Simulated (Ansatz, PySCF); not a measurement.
CHOS (SMILES [OH+]=C=S), charge +1, singlet, geometry from GFN2-xTB. Base run: B3LYP5/cc-pVDZ in PySCF.

Geometry (Å):
```xyz
4

O     -1.5594    -0.2392     0.3809
C     -0.3845    -0.0203     0.1219
S      1.0574     0.1090    -0.2967
H     -2.1352     0.2919     0.9696
```
Charge +1, spin multiplicity 1.
All else is at PySCF's defaults.

The same geometry, method and basis name were run in Ansatz (a quantum-chemistry and plane-wave program) and PySCF, at each program's defaults and at the settings that a row names. The base is PySCF at its defaults. Differences at the defaults can come from grids, fitting, cores and function types together.

| code and settings | ΔE vs base (mEh) | basis functions | E (Eh) | SCF cycles |
|---|---|---|---|---|
| PySCF, defaults (exact integrals, its default grid, spherical functions) | 0.000 | 51 | -511.68771 | 9 |
| Ansatz, defaults (factorised integrals, its default grid, spherical functions) | 0.000 | 51 | -511.68771 | - |
| PySCF, density fitting with def2-universal-jkfit | -0.014 | 51 | -511.68772 | 9 |
| PySCF, fine grid | 0.000 | 51 | -511.68771 | 9 |
| Ansatz, high accuracy | 0.000 | 51 | -511.68771 | - |
